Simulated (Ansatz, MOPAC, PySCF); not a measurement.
Pair of molecules: H2O (SMILES O) (first 3 atoms) with HCl (SMILES Cl); geometry from B3LYP-D3(BJ)/def2-TZVP, rigid monomers moved along the line of their centres of mass till O1···H5 is 3.32 Å.
(charge 0, multiplicity 1):
```xyz
5

O      0.21157     0.56182     0.17731
H      0.72368    -0.15698    -0.20990
H     -0.66149     0.51655    -0.22834
Cl     0.03200     0.31926     4.78970
H      0.10784     0.43959     3.49320
```

Interaction energies are E(AB) − E(A) − E(B) at the monomers' geometry in the complex; basis-set methods are counterpoise corrected. Rows marked so take none.

Rows in 3-21G, 6-31G* carry no dispersion term and start afresh at each structure (6-31G* with six Cartesian d functions). The state reached by AM1 isn't checked.

The values were computed with Ansatz (Gaussian orbitals); MOPAC for AM1 (differences of heats of formation); PySCF for 3-21G rows, 6-31G* rows. Each number belongs to the level named beside it.

### Question
One of these levels gives -1.74 kcal/mol for the interaction energy. Which?
A) AM1
B) B3LYP/6-31G*
C) B3LYP/def2-TZVPPD
D) HF/3-21G (no counterpoise)

### Answer
B, B3LYP/6-31G*. The others give -0.96 (AM1), -2.32 (HF/3-21G (no counterpoise)), -1.40 (B3LYP/def2-TZVPPD)

Ansatz is a first-principles code.
